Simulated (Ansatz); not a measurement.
`B[SiH2]C=O` + NH₃ → `N[SiH2]C=O` + BH₃ at 500 K and 1 bar (cleavage of the Si–B bond).

Computed with Ansatz on PBE0-D4/def2-TZVP structures; ΔE is electronic, products minus reactants. CCSD(T)/CBS adds triple-zeta CCSD(T) − MP2 to the extrapolated MP2 energy (def2 sets, frozen cores). This one scheme is used for every species. One conformer a species, not always the lowest.

| species | CCSD(T)/CBS energy (Eh) | H − E (kJ/mol) | S (J/(mol·K)) |
| --- | --- | --- | --- |
| `B[SiH2]C=O` | -430.02973 | 185.6 | 389.8 |
| NH₃ | -56.50880 | 108.2 | 211.8 |
| `N[SiH2]C=O` | -460.01140 | 201.1 | 379.3 |
| BH₃ | -26.55200 | 86.8 | 208.8 |

H − E and S are ideal-gas, rigid-rotor, harmonic terms from PBE0-D4/def2-TZVP, for one conformer and one mirror image of each species. 1 Eh = 2625.50 kJ/mol, R = 8.31446 J/(mol·K).

Problem. By hand: ΔE, ΔH, ΔS and ΔG.

Solution. ΔE = (-460.01140) + (-26.55200) − (-430.02973) − (-56.50880) = -0.02487 Eh = -65.3 kJ/mol. Δ(H − E) = 201.1 + 86.8 − 185.6 − 108.2 = -5.9, so ΔH = -71.2 kJ/mol. ΔS = 379.3 + 208.8 − 389.8 − 211.8 = -13.5 J/(mol·K). ΔG = -71.2 − 500 × (-13.5)/1000 = -64.5 kJ/mol.

Problem. By hand: the equilibrium constant, and the temperature at which ΔG would vanish if ΔH and ΔS stayed fixed.

Solution. log₁₀ K = −ΔG/(RT ln 10) = 6.7. ΔG = 0 at ΔH/ΔS = 5274 K, far beyond where these terms or the molecules hold.

The number of gas molecules stays the same, so ΔS is small and ΔH decides. A doubt of 5 kJ/mol in ΔE shifts log₁₀ K by 0.5 here. Other conformers and mirror images would add mixing entropy, several J/(mol·K) or more a flexible species. Modes under 60 cm⁻¹, often nearly free rotors, make the harmonic entropy too high. These are equilibria of isolated gas molecules and say nothing of rates. Largest T1 diagnostic: 0.016 (customary marks: 0.02 for closed shells, 0.045 for open ones).
